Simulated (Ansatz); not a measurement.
Stepwise reaction of `N[SiH2][SiH](N)O` with hydrogen chloride, as a gas-phase model of exchange steps in deposition or etching. ΔE in kJ/mol.

Calculated with Ansatz (gas phase, PBE0-D4/def2-TZVP geometries, no zero-point term in ΔE). CCSD(T)/CBS adds triple-zeta CCSD(T) − MP2 to the extrapolated MP2 energy (def2 sets, frozen cores). This one scheme is used for every species. DFT in def2-TZVPP. B3LYP here is the variant with VWN-RPA as its local correlation; programs differ in this. One conformer a species, not always the lowest.

```json
{"step": "2", "reaction": "`N[Si@H](Cl)[Si@@H](N)O` + HCl → `N[SiH](O)[Si](N)(Cl)Cl` + H₂", "PBE-D4": "-85.6", "B3LYP-D4": "-85.4", "ωB97M-V": "-85.7", "CCSD(T)/CBS": "-84.0"}
```

Task: Give the row of step 1, `N[SiH2][SiH](N)O` + HCl → `N[Si@H](Cl)[Si@@H](N)O` + H₂. (Best estimate.)

Result: The calculation gave: 
| step | reaction | PBE-D4 | B3LYP-D4 | ωB97M-V | CCSD(T)/CBS |
| --- | --- | --- | --- | --- | --- |
| 1 | `N[SiH2][SiH](N)O` + HCl → `N[Si@H](Cl)[Si@@H](N)O` + H₂ | -107.2 | -107.0 | -107.1 | -104.8 |

Task: By hand: ΔE of the 2 steps together at CCSD(T)/CBS.

Result: (-104.8) + (-84.0) = -188.8 kJ/mol, or -94.4 kJ/mol a step.

In ΔE each step is higher than the one before. All are downhill at CCSD(T)/CBS. PBE-D4 differs from CCSD(T)/CBS by -2.4 to -1.6 kJ/mol a step. Isolated molecules leave out the surface, adducts and barriers. Largest T1 diagnostic: 0.012.
